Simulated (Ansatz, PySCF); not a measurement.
System: C₂H₂Cl (charge 0, doublet). It need not be the lowest isomer of its formula. 
Coordinates optimised at B3LYP-D3(BJ)/def2-TZVP (Ansatz, a first-principles code):
SMILES: [H]/[C]=C\Cl
```xyz
5

C      1.7016    -0.2584     0.0228
C      0.6654     0.5164     0.0131
Cl    -0.9934    -0.1090    -0.0151
H      1.9960    -1.2918     0.0201
H      0.6906     1.5972     0.0208
```
Charge 0, spin multiplicity 2.

Quantity: atomisation energy (electronic, to ground-state atoms), in kcal/mol. Valence correlation only, unless marked. UHF or UKS for open shells. No spin-orbit coupling. No relativistic terms. The coupled-cluster limit lacks core correlation, which all-electron functionals hold. CBS(X,Y): correlation extrapolated as X^-3; Hartree-Fock from the larger set. The bracket is a focal-point correction in the basis named.

```json
[
 {"level": "HF/cc-pV(D+d)Z", "program": "Ansatz", "atomisation energy (kcal/mol)": "299.1", "minus last row": "-122.9"},
 {"level": "HF-D3(BJ)/def2-TZVPD", "program": "PySCF + dftd3", "atomisation energy (kcal/mol)": "323.6", "minus last row": "-98.4"},
 {"level": "r2SCAN-D3(BJ)/def2-TZVPD", "program": "Ansatz + dftd3", "atomisation energy (kcal/mol)": "431.6", "minus last row": "9.6"},
 {"level": "PBE0-D3(BJ)/def2-TZVPD", "program": "Ansatz + dftd3", "atomisation energy (kcal/mol)": "432.6", "minus last row": "10.6"},
 {"level": "PW6B95-D4/def2-TZVPD", "program": "PySCF + dftd4", "atomisation energy (kcal/mol)": "428.2", "minus last row": "6.2"},
 {"level": "B2PLYP-D4/def2-TZVPD", "program": "Ansatz + dftd4", "atomisation energy (kcal/mol)": "420.6", "minus last row": "-1.4"},
 {"level": "B2PLYP/def2-TZVPD", "program": "Ansatz", "atomisation energy (kcal/mol)": "419.4", "minus last row": "-2.6"},
 {"level": "CCSD(T)/6-31G", "program": "Ansatz", "atomisation energy (kcal/mol)": "356.2", "minus last row": "-65.8"},
 {"level": "CCSD(T)/6-31G*", "program": "Ansatz", "atomisation energy (kcal/mol)": "386.6", "minus last row": "-35.4"},
 {"level": "RI-MP2/CBS(cc-pV(T+d)Z,cc-pV(Q+d)Z)+[CCSD(T)-MP2]/cc-pV(T+d)Z", "program": "Ansatz", "atomisation energy (kcal/mol)": "422.0", "minus last row": "0.0"}
]
```

The UHF reference is spin-contaminated (<S^2> 0.20 over the pure value in the largest basis).
